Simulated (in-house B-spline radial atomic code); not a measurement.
# Removing one electron from the barium ion Ba⁵⁴⁺

Closed shell 1s2. Computed with a B-spline radial code for spherical atoms: Koopmans values of Dirac-Hartree-Fock plus a diagonal self-energy, in second order or with its direct term screened (direct RPA, with the hole-particle interaction, or full time-dependent Hartree-Fock), linearised in energy; no-pair Dirac-Coulomb Hamiltonian, finite nucleus. Shifts add to the Koopmans value (the ΔSCF shift is orbital relaxation alone); the final value takes TDHF screening with Breit and QED.

Command:
```bash
python run_mb.py task.json out
```
Settings (nuclear radius in fm, box in bohr, cutoff in hartree):
```
basis_form          2
Z                   56
core_configuration  1s2
rms_radius          4.8378
mass_number         138
speed_of_light      137.036
box_radius          2.405
lmax                7
intervals           56
virtual_cutoff      12544.0
```

Cost of the run: 0.7 s on 1 thread of Arm Neoverse N1, with other jobs on the host.

Energies in eV:

| subshell | Koopmans | ΔSCF shift | second order | direct RPA | hole-particle | TDHF | Breit + QED | final |
| --- | --- | --- | --- | --- | --- | --- | --- | --- |
| 1s1/2 | 43598.48 | -1.764 | ? | ? | ? | ? | ? | ? |

Q: What does the self-energy do to 1s1/2?

A: It shifts the removal energy by -0.571 eV in second order, -0.537 with direct RPA, -0.578 with the hole-particle term and -0.585 with TDHF screening (quasi-particle weight 1.000); Breit and QED add -114.169 eV. The final value is 43483.72 eV, against 43485.37 ± 0.04 eV (NIST, tabulated theory). Recoil and two-electron QED terms are left out.
